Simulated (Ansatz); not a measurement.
`CS[SiH2][SiH3]` → `C[SiH2][SiH2]S`  (isomerisation)

Program: Ansatz. Geometries: PBE0-D4/def2-TZVP. ΔE: electronic, gas phase. CCSD(T)/CBS adds triple-zeta CCSD(T) − MP2 to the extrapolated MP2 energy (def2 sets, frozen cores). Functionals use def2-TZVPP. Each species was taken in one conformer, which may not be the lowest.

`CS[SiH2][SiH3]`:

Cartesian coordinates in Å:
```
C 2.292 0.953 0.676
S 1.340 -0.541 0.279
Si -0.566 0.323 -0.109
Si -2.019 -1.426 -0.657
H 1.881 1.456 1.552
H 2.314 1.639 -0.171
H 3.309 0.630 0.898
H -1.057 1.065 1.087
H -0.476 1.307 -1.226
H -1.525 -2.148 -1.859
H -2.122 -2.382 0.477
H -3.370 -0.876 -0.947
```

`C[SiH2][SiH2]S`:

Cartesian coordinates in Å:
```
C 1.616 0.894 -0.235
Si -0.201 0.771 -0.678
Si -1.320 -0.598 0.854
S -0.406 -2.544 0.868
H 1.745 1.387 0.730
H 2.163 1.466 -0.988
H 2.057 -0.103 -0.169
H -0.369 0.152 -2.025
H -0.835 2.119 -0.719
H -1.148 -0.121 2.252
H -2.779 -0.690 0.569
H -0.524 -2.732 -0.458
```

```tsv
level	ΔE (eV)
PBE-D4	-0.53
B2PLYP	-0.54
PBE	-0.52
MP2/CBS(def2)	-0.55
```

**Question.** What does CCSD(T)/CBS give? (Estimate.)

**Answer.** Computed: -0.55 eV. The listed levels differ from it by 0.02, 0.01, 0.03, 0.00 eV.

Largest T1 diagnostic among the species: 0.012.

In def2-TZVPP, CCSD(T) changes the Hartree–Fock value by −0.04 eV (the triples alone add +0.01 eV) and MP2 by −0.05 eV.
